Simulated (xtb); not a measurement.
xtb input (GFN2-xTB):

```bash
xtb mol.xyz --gfn 2 --sp --chrg 0 --uhf 0
```
mol.xyz:
```
6

F      1.62366939    -0.70877126     0.00655208
C      0.62960353     0.19732856    -0.01250073
C     -0.62960353    -0.19732856     0.01250073
F     -1.62366939     0.70877126    -0.00655208
H      0.96175387     1.22502656    -0.04851780
H     -0.96175387    -1.22502656     0.04851780
```

End of the output:

```
         :::::::::::::::::::::::::::::::::::::::::::::::::::::
         ::                     SUMMARY                     ::
         :::::::::::::::::::::::::::::::::::::::::::::::::::::
         :: total energy             -14.723536074622 Eh    ::
         :: gradient norm              0.013551784484 Eh/a0 ::
         :: HOMO-LUMO gap              5.154692615541 eV    ::
         ::.................................................::
         :: SCC energy               -14.832471269069 Eh    ::
         :: -> isotropic ES            0.019668928565 Eh    ::
         :: -> anisotropic ES         -0.001150749110 Eh    ::
         :: -> anisotropic XC         -0.004395925822 Eh    ::
         :: -> dispersion             -0.001794258656 Eh    ::
         :: repulsion energy           0.108935194447 Eh    ::
         :: add. restraining           0.000000000000 Eh    ::
         :: total charge              -0.000000000000 e     ::
         :::::::::::::::::::::::::::::::::::::::::::::::::::::

           -------------------------------------------------
          |                Property Printout                |
           -------------------------------------------------

    * Orbital Energies and Occupations

         #    Occupation            Energy/Eh            Energy/eV
      -------------------------------------------------------------
         1        2.0000           -0.8444788             -22.9794
         2        2.0000           -0.8404354             -22.8694
         3        2.0000           -0.6782088             -18.4550
         4        2.0000           -0.6188356             -16.8394
         5        2.0000           -0.5890321             -16.0284
         6        2.0000           -0.5768117             -15.6958
         7        2.0000           -0.5629337             -15.3182
         8        2.0000           -0.5465540             -14.8725
         9        2.0000           -0.5367029             -14.6044
        10        2.0000           -0.5106870             -13.8965
        11        2.0000           -0.4805443             -13.0763
        12        2.0000           -0.4399991             -11.9730 (HOMO)
        13                         -0.2505677              -6.8183 (LUMO)
        14                         -0.0140386              -0.3820
        15                          0.0816539               2.2219
        16                          0.1369570               3.7268
        17                          0.3445644               9.3761
Note: The following floating-point exceptions are signalling: IEEE_DENORMAL
normal termination of xtb
        18                          0.5638059              15.3419
      -------------------------------------------------------------
                  HL-Gap            0.1894315 Eh            5.1547 eV
             Fermi-level           -0.3452834 Eh           -9.3956 eV

     #   Z          covCN         q      C6AA      α(0)
     1   9 F        0.787    -0.198    11.218     3.956
     2   6 C        2.694     0.109    25.567     8.275
     3   6 C        2.694     0.109    25.567     8.275
     4   9 F        0.787    -0.198    11.218     3.956
     5   1 H        0.926     0.089     1.888     2.149
     6   1 H        0.926     0.089     1.888     2.149

 Mol. C6AA /au·bohr⁶  :        375.800054
 Mol. C8AA /au·bohr⁸  :       8261.851748
 Mol. α(0) /au        :         28.760562

Wiberg/Mayer (AO) data.
largest (>0.10) Wiberg bond orders for each atom

 ---------------------------------------------------------------------------
     #   Z sym  total        # sym  WBO       # sym  WBO       # sym  WBO
 ---------------------------------------------------------------------------
     1   9 F    1.114 --     2 C    0.987
     2   6 C    3.881 --     3 C    1.849     1 F    0.987     5 H    0.953
     3   6 C    3.881 --     2 C    1.849     4 F    0.987     6 H    0.953
     4   9 F    1.114 --     3 C    0.987
     5   1 H    0.992 --     2 C    0.953
     6   1 H    0.992 --     3 C    0.953
 ---------------------------------------------------------------------------

Topologies differ in total number of bonds
Writing topology from bond orders to xtbtopo.mol

molecular dipole:
                 x           y           z       tot (Debye)
 q only:        0.000       0.000      -0.000
   full:        0.000       0.000      -0.000       0.000
molecular quadrupole (traceless):
                xx          xy          yy          xz          yz          zz
 q only:       -2.974       3.715       1.691      -0.076      -0.050       1.283
  q+dip:       -3.816       6.646       2.354      -0.160      -0.094       1.461
   full:       -4.058       5.688       2.026      -0.121      -0.056       2.033

           -------------------------------------------------
          | TOTAL ENERGY              -14.723536074622 Eh   |
          | GRADIENT NORM               0.013551784484 Eh/α |
          | HOMO-LUMO GAP               5.154692615541 eV   |
           -------------------------------------------------

------------------------------------------------------------------------
------------------------------------------------------------------------
 total:
 SCF:
```
